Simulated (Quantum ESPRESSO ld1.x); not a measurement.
Results of a calculation; reference values are marked as such.
Problem. The aim is neutral neon in [Ne]. This ld1.x (Quantum ESPRESSO 7.5) run was made with `OMP_NUM_THREADS=1 ld1.x < ld1.in > ld1.out`. Can the result be used? Name any fault.

```
 &input
    zed=10.0,
    iswitch=1,
    rel=0,
    lsd=2,
    dft='BLYP',
    config='[Ne]',
    verbosity='high',
    prefix='ld1',
    max_out_wfc=37,
    file_charge='ld1.rho',
 /
```

Output (excerpt):

```
     Program LD1 v.7.5 starts

 %%%%%%%%%%%%%%%%%%%%%%%%%%%%%%%%%%%%%%%%%%%%%%%%%%%%%%%%%%%%%%%%%%%%%%%%%%%%%%
     Error in routine ld1_readin (1):
     lsd not correct
 %%%%%%%%%%%%%%%%%%%%%%%%%%%%%%%%%%%%%%%%%%%%%%%%%%%%%%%%%%%%%%%%%%%%%%%%%%%%%%

     stopping ...
```

Solution. No (refused). The line at issue: lsd=2. The program stops in ld1_readin with "lsd not correct": lsd takes 0 or 1. The sound input gives -128.9732 hartree.
